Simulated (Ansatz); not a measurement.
`F[SiH2][SiH3]` + `N[SiH](F)F` → `F[SiH2]N[SiH](F)F` + SiH₄  (cleavage of the Si–Si bond)

Gas-phase electronic energies from Ansatz, PBE0-D4/def2-TZVP geometries. CBS: MP2 limit from def2 TZ/QZ plus the TZ coupled-cluster correction, frozen cores. This one scheme is used for every species. DFT in def2-TZVPP. B3LYP here is the variant with VWN-RPA as its local correlation; programs differ in this. HSE06 is defined as in plane-wave codes. Each species was taken in one conformer, which may not be the lowest.

| level | ΔE (kcal/mol) | difference from CCSD(T)/CBS |
| --- | --- | --- |
| PBE0-D4 | -17.2 | 3.4 |
| B3LYP-D4 | -19.9 | 0.7 |
| r2SCAN0-D4 | -19.7 | 0.9 |
| HSE06-D4 | -17.2 | 3.4 |
| CAM-B3LYP-D4 | -21.0 | -0.4 |
| B2PLYP | -20.7 | -0.1 |
| PBE0 | -16.7 | 3.9 |
| HSE06 | -16.7 | 3.9 |
| CAM-B3LYP | -20.5 | 0.1 |
| CCSD/CBS(def2) | -20.7 | -0.1 |
| CCSD(T)/CBS | -20.6 | 0 |

(1) What do rigid-rotor, harmonic-oscillator terms from PBE0-D4/def2-TZVP frequencies (298.15 K, 1 bar) make of the CCSD(T)/CBS value? (An estimate is asked.)

Largest T1 diagnostic among the species: 0.012.

Results:

(1) Computed: ΔZPE = -1.0 kcal/mol, ΔH = -21.7 kcal/mol, ΔS = -32 J/(mol·K), ΔG = -19.4 kcal/mol. Modes under 50 cm⁻¹ make the entropy rough.

From PBE to PBE0 (25 % exact exchange), in def2-TZVPP and without D4, ΔE moves by −1.5 kcal/mol. At CCSD(T), def2-SVP lies −1.3 kcal/mol from the extrapolated value and def2-TZVPP −0.6 kcal/mol. Leaving LDA and LC-ωPBE aside and taking each functional with its dispersion term where it has one, the values, not all of them listed here, spread over 5.8 kcal/mol, from BHLYP-D4 to PBE-D4. LDA lies −1.6 kcal/mol from PBE without D4.
